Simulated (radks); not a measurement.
Values are calculated unless marked as measured or tabulated.
The tin anion Sn4-, [Xe], held by a Watson sphere: a shell of charge +4 at radius R that stands for the Madelung well of a crystal (potential energy -4/R inside, -4/r outside, in hartree with lengths in bohr). Level of theory: scalar-relativistic Kohn-Sham, PBEsol, spin-polarised, spherical densities, finite nucleus; Fermi nuclear charge, rms radius of each element as measured or else 0.836 A^(1/3) + 0.57 fm (a radial shooting solver on a logarithmic mesh with Libxc functionals). Response by self-consistent Sternheimer equations with the Hartree and adiabatic LDA kernel, the relativistic mass of each level held fixed and spin-orbit coupling left out. The sphere does not respond.

R (bohr),e(4d) (eV),e(5s) (eV),e(5p) (eV),<r> 5p (bohr),sum of <r^2> (bohr^2),X-ray form factor at sin(theta)/lambda = 0.1 1/angstrom,alpha (bohr^3)
2.72,-25.846,-13.444,-6.672,2.965,97.35,48.306,59.73
2.8,-25.560,-13.172,-6.543,3.006,99.29,48.233,63.04
3.19,-24.540,-11.980,-5.917,3.215,109.3,47.885,82.56
3.43,-24.135,-11.355,-5.549,3.346,115.8,47.682,97.64
4.03,-23.535,-10.115,-4.727,3.679,133.4,47.222,148.0
4.14,-23.466,-9.933,-4.593,3.741,136.8,47.146,159.5
4.98,-23.149,-8.901,-3.736,4.224,165.0,46.662,277.0
